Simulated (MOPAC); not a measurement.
A run for MOPAC: PM7 on C2H8BN (SMILES CBNC).

```
PM7 1SCF PRECISE CHARGE=0 THREADS=1
C2H8BN

C     -1.99750166 1    -0.14655829 1    -0.14409704 1
B     -0.52517603 1     0.20326792 1    -0.57158044 1
N      0.57126014 1    -0.15766836 1     0.20514824 1
C      1.97181975 1     0.10413961 1    -0.07632837 1
H     -2.07147962 1    -0.68900243 1     0.80271438 1
H     -2.59938558 1     0.76373953 1    -0.05540120 1
H     -2.48897328 1    -0.75013318 1    -0.91412498 1
H     -0.30133913 1     0.79734847 1    -1.58847007 1
H      0.41615250 1    -0.65863781 1     1.06839708 1
H      2.54410315 1    -0.82365804 1    -0.16438670 1
H      2.43187335 1     0.71343704 1     0.70674003 1
H      2.04864640 1     0.64372556 1    -1.01851825 1
```

Program output:

```
*******************************************************************************
 **                                                                           **
 **                              MOPAC v23.2.5                                **
 **                                                                           **
 *******************************************************************************
 ** MOPAC's Digital Object Identifier: https://doi.org/10.5281/zenodo.6511958 **
 **                                                                           **
 ** Please cite the open-source release paper for use of this MOPAC version:  **
 ** J. E. Moussa and J. J. P. Stewart (2026)                                  **
 ** MOPAC: An open-source semiempirical molecular orbital program             **
 ** J. Open Source Softw., 11(119), 8025, https://doi.org/10.21105/joss.08025 **
 *******************************************************************************

                              PM7 CALCULATION RESULTS

 *******************************************************************************
 *  PM7        - The PM7 Hamiltonian to be used
 *
 *
 *
 *                 CHARGE ON SYSTEM = 0
 *
 *
 *
 *  PRECISE    - TIGHTER CRITERIA TO BE USED
 *  1SCF       - DO 1 SCF AND THEN STOP
 *  THREADS=1  - MULTI-THREADING NOT USED
 *  T=         - A TIME OF 172800.0 SECONDS REQUESTED
 *  DUMP=N     - RESTART FILE WRITTEN EVERY 7200.0 SECONDS REQUESTED
 *******************************************************************************
PM7 1SCF PRECISE CHARGE=0 THREADS=1
 C2H8BN

   ATOM   CHEMICAL          X               Y               Z
  NUMBER   SYMBOL      (ANGSTROMS)     (ANGSTROMS)     (ANGSTROMS)

     1       C         -1.99750166  *  -0.14655829  *  -0.14409704  *
     2       B         -0.52517603  *   0.20326792  *  -0.57158044  *
     3       N          0.57126014  *  -0.15766836  *   0.20514824  *
     4       C          1.97181975  *   0.10413961  *  -0.07632837  *
     5       H         -2.07147962  *  -0.68900243  *   0.80271438  *
     6       H         -2.59938558  *   0.76373953  *  -0.05540120  *
     7       H         -2.48897328  *  -0.75013318  *  -0.91412498  *
     8       H         -0.30133913  *   0.79734847  *  -1.58847007  *
     9       H          0.41615250  *  -0.65863781  *   1.06839708  *
    10       H          2.54410315  *  -0.82365804  *  -0.16438670  *
    11       H          2.43187335  *   0.71343704  *   0.70674003  *
    12       H          2.04864640  *   0.64372556  *  -1.01851825  *



          CARTESIAN COORDINATES

    NO.       ATOM           X           Y           Z

     1         C         -1.9975     -0.1466     -0.1441
     2         B         -0.5252      0.2033     -0.5716
     3         N          0.5713     -0.1577      0.2051
     4         C          1.9718      0.1041     -0.0763
     5         H         -2.0715     -0.6890      0.8027
     6         H         -2.5994      0.7637     -0.0554
     7         H         -2.4890     -0.7501     -0.9141
     8         H         -0.3013      0.7973     -1.5885
     9         H          0.4162     -0.6586      1.0684
    10         H          2.5441     -0.8237     -0.1644
    11         H          2.4319      0.7134      0.7067
    12         H          2.0486      0.6437     -1.0185

 General Reference for PM7:
 "Optimization of Parameters for Semiempirical Methods VI: More Modifications to the
 NDDO Approximations and Re-optimization of Parameters", J. J. P. Stewart, J. Mol. Mod., 1:32, 19 (2013)
 https://link.springer.com/article/10.1007/s00894-012-1667-x

           Empirical Formula: C2 H8 N B  =    12 atoms



      MOLECULAR POINT GROUP   :   Cs


      RHF CALCULATION, NO. OF DOUBLY OCCUPIED LEVELS = 12


 -------------------------------------------------------------------------------
 PM7 1SCF PRECISE CHARGE=0 THREADS=1
 C2H8BN



     1SCF WAS SPECIFIED, SO BFGS WAS NOT USED
     SCF FIELD WAS ACHIEVED


                              PM7 CALCULATION
                                                       MOPAC v23.2.5 Linux




          FINAL HEAT OF FORMATION =        -33.80205 KCAL/MOL =    -141.42776 KJ/MOL


          COSMO AREA              =        112.49 SQUARE ANGSTROMS
          COSMO VOLUME            =         94.88 CUBIC ANGSTROMS

          IONIZATION POTENTIAL    =          9.953300 EV
          HOMO LUMO ENERGIES (EV) =         -9.953  0.423
          NO. OF FILLED LEVELS    =         12
          MOLECULAR WEIGHT        =         56.9019         POINT GROUP:  Cs

          MOLECULAR DIMENSIONS (Angstroms)

            Atom       Atom       Distance
            H    10    H     6     5.38397
            H    11    H     7     3.32177
            H     8    H     5     3.02721


          SCF CALCULATIONS        =          1





   ATOM   CHEMICAL          X               Y               Z
  NUMBER   SYMBOL      (ANGSTROMS)     (ANGSTROMS)     (ANGSTROMS)

     1       C         -1.99750166  *  -0.14655829  *  -0.14409704  *
     2       B         -0.52517603  *   0.20326792  *  -0.57158044  *
     3       N          0.57126014  *  -0.15766836  *   0.20514824  *
     4       C          1.97181975  *   0.10413961  *  -0.07632837  *
     5       H         -2.07147962  *  -0.68900243  *   0.80271438  *
     6       H         -2.59938558  *   0.76373953  *  -0.05540120  *
     7       H         -2.48897328  *  -0.75013318  *  -0.91412498  *
     8       H         -0.30133913  *   0.79734847  *  -1.58847007  *
     9       H          0.41615250  *  -0.65863781  *   1.06839708  *
    10       H          2.54410315  *  -0.82365804  *  -0.16438670  *
    11       H          2.43187335  *   0.71343704  *   0.70674003  *
    12       H          2.04864640  *   0.64372556  *  -1.01851825  *

                             CARTESIAN COORDINATES

   1    C       -1.997501660    -0.146558290    -0.144097040
   2    B       -0.525176030     0.203267920    -0.571580440
   3    N        0.571260140    -0.157668360     0.205148240
   4    C        1.971819750     0.104139610    -0.076328370
   5    H       -2.071479620    -0.689002430     0.802714380
   6    H       -2.599385580     0.763739530    -0.055401200
   7    H       -2.488973280    -0.750133180    -0.914124980
   8    H       -0.301339130     0.797348470    -1.588470070
   9    H        0.416152500    -0.658637810     1.068397080
  10    H        2.544103150    -0.823658040    -0.164386700
  11    H        2.431873350     0.713437040     0.706740030
  12    H        2.048646400     0.643725560    -1.018518250


           Empirical Formula: C2 H8 N B  =    12 atoms



      MOLECULAR POINT GROUP   :   Cs


                  EIGENVALUES
 -35.46387 -24.69444 -23.58519 -17.96157 -15.96723 -15.21829 -13.79839 -13.24903
 -13.17876 -11.82536 -10.89101  -9.95330   0.42292   2.43334   3.44598   4.59062
   5.15169   5.18504   5.92407   6.28205   6.32558   6.43381   7.27515   7.68466


              NET ATOMIC CHARGES AND DIPOLE CONTRIBUTIONS

  ATOM NO.   TYPE          CHARGE      No. of ELECS.   s-Pop       p-Pop
    1          C          -0.548713        4.5487     1.05091     3.49781
    2          B          -0.019185        3.0192     0.68854     2.33065
    3          N          -0.391285        5.3913     1.52822     3.86307
    4          C          -0.264822        4.2648     1.05460     3.21023
    5          H           0.135586        0.8644     0.86441
    6          H           0.154498        0.8455     0.84550
    7          H           0.154503        0.8455     0.84550
    8          H           0.076079        0.9239     0.92392
    9          H           0.261092        0.7389     0.73891
   10          H           0.142058        0.8579     0.85794
   11          H           0.142059        0.8579     0.85794
   12          H           0.158130        0.8419     0.84187
 DIPOLE           X         Y         Z       TOTAL
 POINT-CHG.     1.969    -0.028     0.303     1.993
 HYBRID        -0.008    -0.440     0.774     0.891
 SUM            1.961    -0.468     1.077     2.286


          ATOMIC ORBITAL ELECTRON POPULATIONS

     Atom    s        px        py        pz
    1  C   1.05091   1.17262   1.16551   1.15968
    2  B   0.68854   0.80834   0.62988   0.89243
    3  N   1.52822   1.12005   1.45816   1.28485
    4  C   1.05460   0.89076   1.15384   1.16563
    5  H   0.86441
    6  H   0.84550
    7  H   0.84550
    8  H   0.92392
    9  H   0.73891
   10  H   0.85794
   11  H   0.85794
   12  H   0.84187

 **********************
 *                    *
 * JOB ENDED NORMALLY *
 *                    *
 **********************




 == MOPAC DONE ==
```

The run finished.

Cost: around 0.020 core-seconds (rough).
